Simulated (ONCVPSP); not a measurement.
# What the settings do to the ONCV potential of strontium

Base potential:

ONCVPSP 4.0.1 input, shortened (lines: element, Z, core and valence counts, functional; n l f; lmax; l rc ep ncon nbas qcut; lloc lpopt rc5 dvloc0; l nproj debl; icmod fcfact rcfact), PBEsol, scalar-relativistic:

```
  Sr 38.00    6    4  -116133      upf
    1    0    2.00
    2    0    2.00
    2    1    6.00
    3    0    2.00
    3    1    6.00
    3    2   10.00
    4    0    2.00
    4    1    6.00
    5    0    1.75
    5    1    0.25
    2
    0    2.35    0.00    4    7    5.10
    1    2.50    0.00    4    8    5.10
    2    2.35    0.30    4    9    4.50
    4    3    1.95    6.00
    0    2    1.80
    1    2    1.70
    2    1    1.80
    3    1.75    1.15
```

In the d channel the program set the typed energies aside and used 0.050 Ha.

All-electron outer shells of the reference configuration (PBEsol, scalar-relativistic, ld1.x):

```tsv
shell	level (eV)	outermost node (bohr)	outermost maximum (bohr)
3d	-128.37	–	0.38
4s	-41.22	0.59	1.19
4p	-23.14	0.61	1.33
5s	-3.71	1.65	3.67
5p	-1.42	1.96	4.83
```

Cutoffs, loose and tight: the cutoffs (Ha) at which the residual kinetic energy of the hardest occupied pseudo-wave falls to 1 and 0.1 mHa per electron. They do not see the model core or the augmentation charge, which bear on the density cutoff. Test errors are all-electron minus pseudo excitation energies from the reference, over the configurations 4s2 4p6 5s2 5p0; 4s2 4p6 5s1 5p0; 4s2 4p6 5s0 5p0; 4s2 4p6 5s1.5 5p0. A dash means not determined; rows that change the core or the reference have their own tests.

```tsv
change	outcome	cutoff, loose	cutoff, tight	bound ghosts	GHOST(+) flags above zero	largest test error (meV)
base	generated, projector energies reset by the program	8.1 Ha	10 Ha	none	none	-2.7
all radii but the core radius scaled by about 0.92 (s 2.16, p 2.28, d 2.16 bohr); local potential polynomial inside 1.78 bohr (lpopt 3, dvloc0 6 Ha)	generated, projector energies reset by the program	9.3 Ha	11 Ha	none	none	-2.3
d: rc 2.82	generated, projector energies reset by the program	8.1 Ha	10 Ha	none	none	-2.7
p: nbas 9	generated, projector energies reset by the program	8.1 Ha	10 Ha	none	none	-2.7
p: qcut 5.6	generated, projector energies reset by the program	8.2 Ha	10 Ha	none	none	-2.7
```
